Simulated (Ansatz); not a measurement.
Born–Oppenheimer molecular dynamics of AlCl$_{2}$H$_{2}$N (6 atoms, charge 0, multiplicity 1). It goes on from the last frame of an earlier run, with new velocities.

Computed with RKS r2SCAN-D4/6-31G (Ansatz 0.2.0).

```yaml
ensemble: NVE (velocity Verlet)
time_step: 1 fs
steps_asked: 250
starting_velocities_drawn_for: 2000 K
seed: 251396
```

First frame:

```xyz
6
Properties=species:S:1:pos:R:3
Al 0.044 -0.045 -0.041
Cl 0.012 -0.486 2.103
N 1.606 0.010 -0.918
H 2.515 -0.071 -0.464
H 1.699 0.249 -1.895
Cl -1.809 0.511 -1.057
```

Q: How far do the bonds stretch over the last three quarters of this one trajectory? (Pairs bonded in most of those frames.)

A: 
| bond | mean (Å) | spread (Å) | shortest | longest |
| --- | --- | --- | --- | --- |
| Al1–Cl2 | 2.188 | 0.076 | 2.03 | 2.31 |
| Al1–N3 | 1.792 | 0.090 | 1.65 | 1.93 |
| Al1–Cl6 | 2.193 | 0.093 | 2.07 | 2.40 |
| N3–H4 | 1.022 | 0.044 | 0.94 | 1.10 |
| N3–H5 | 1.018 | 0.031 | 0.96 | 1.10 |

Mean temperature of the second half: 1030 K. The conserved energy stayed within 3.3 meV per atom of its start (net change 1.7 meV per atom), so the integration is sound. Over the second half the temperature averaged 0.52 of the 2000 K drawn at the start: a run that starts near a minimum puts about half its kinetic energy into the potential. A run of 0.25 ps of so small a system gives no equilibrium averages. Limits of this set-up: no polarisation functions.

Run time: 18 min on 1 thread of Arm Neoverse V1, on a shared host, peak memory 0.12 GiB.
